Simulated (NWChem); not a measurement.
# ZrHOCl$_{2}$ cation; SMILES [Cl][Zr+]([OH])[Cl]

```xyz
5

Zr     0.3072    -0.3247     0.0000
Cl    -0.8853     0.2036     1.8649
Cl    -0.8853     0.2036    -1.8649
O      1.8976     0.6037     0.0000
H      2.6315     1.2363     0.0000
```
Atoms are numbered in this order, from 1.

Program: NWChem. The geometry was optimised at PBE0/def2-SVP (def2 core potentials past Kr). The spin multiplicity was typed, not searched, and may not be the lowest.

**Question.** What does the run give for Hartree-Fock/STO-3G, non-relativistic? Quantities: highest occupied level (eV); orbital gap (eV).

**Answer.** The highest occupied level (eV) is -15.89 and the orbital gap (eV) comes out as 13.11.
